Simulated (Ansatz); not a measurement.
`C[B](C)[AlH2]` and `CB(C)CS` differ in one atom or group.

Ansatz, PBE0-D4/def2-TZVP geometries, multiplicity 1. Each molecule was computed in one conformer, which needn't be the lowest. `CB(C)CS` holds a close contact that its SMILES doesn't draw: S···B 2.35 Å.

| property | `C[B](C)[AlH2]` |
| --- | --- |
| LUMO energy (B3LYP/def2-TZVPP) / eV | -1.62 |
| HOMO energy (B3LYP/def2-TZVPP) / eV | -6.57 |
| size of the dipole moment (B3LYP/def2-TZVPP) / D | 1.44 |
| HOMO energy (ωB97M-V/def2-TZVPP) / eV | -8.84 |
| size of the dipole moment (PBE/def2-TZVPP) / D | 1.51 |
| HOMO–LUMO gap (B3LYP/def2-TZVPP) / eV | 4.96 |

(1) What does the change do to each property? (Best estimate.)

## Answers

(1) Ansatz gave: 
```csv
property,`CB(C)CS`,shift
LUMO energy (B3LYP/def2-TZVPP) / eV,-0.27,1.35
HOMO energy (B3LYP/def2-TZVPP) / eV,-6.89,-0.32
size of the dipole moment (B3LYP/def2-TZVPP) / D,1.01,-0.43
HOMO energy (ωB97M-V/def2-TZVPP) / eV,-9.28,-0.44
size of the dipole moment (PBE/def2-TZVPP) / D,1.00,-0.51
HOMO–LUMO gap (B3LYP/def2-TZVPP) / eV,6.62,1.66
```

With PBE0 the HOMO falls by 0.37 eV and the LUMO rises by 1.39 eV, so the gap widens by about 1.76 eV. PBE moves the HOMO by -0.33 eV and ωB97M-V by -0.44 eV. Dipoles are sizes alone; their direction can turn.

B3LYP here is the variant with VWN-RPA as its local correlation; programs differ in this.
